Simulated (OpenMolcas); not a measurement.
Mg: terms and fine structure

| Property | Result |
| --- | --- |
| Program | OpenMolcas 26.06 |
| Method | CASSCF |
| Basis | ANO-RCC-VTZP [5s4p2d1f] |
| Scalar Hamiltonian | DKH2, point nucleus |
| Active space | 2 electrons in 4 orbitals (3s 3p) |
| State averaging | 2S+1 = 3 even, 3 roots; 2S+1 = 1 even, 1 root; 2S+1 = 3 odd, 3 roots; 2S+1 = 1 odd, 3 roots |
| Spin-orbit coupling | state interaction with AMFI integrals over the reference wave functions, term energies averaged over their components |

With spin-orbit coupling, above the lowest level:

```tsv
Configuration	Term	J	E (cm⁻¹)	Measured (cm⁻¹)	g	Term weight %
3s²	¹S	0	0.0	0.0		100
3s 3p	³P°	0	21854	21850		100
3s 3p	³P°	1	21870	21870	1.501	100
3s 3p	³P°	2	21901	21911	1.501	100
3s 3p	¹P°	1	40877	35051	1.000	100
```

Against the 4 measured excited levels shown (NIST Handbook of Basic Atomic Spectroscopic Data) the mean absolute deviation is 1500 cm-1; the largest miss in energy is 3s 3p ¹P°₁: computed 40877, measured 35051 cm⁻¹ (+16.6 %).

Without dynamic correlation excited terms often stand tens of per cent too high (terms of higher spin than the ground term too low), and those without a measured partner can miss by more than the paired ones. Computed and measured levels are paired by configuration, term and J; levels that our copy of the source lacks, or whose pairing is in doubt (as where it misses far off the trend of its configuration), stay unpaired and out of the deviations. Levels of configurations outside the active space are missing. The first state left out of the spin-orbit step lies near 62000 cm-1 above the lowest spin-free state of the reference (among the parities and spins computed), and the list stops at four fifths of that energy or lower.

The term weight is that of the spin-free term in the level, not the purity of its configuration. ° marks odd parity.
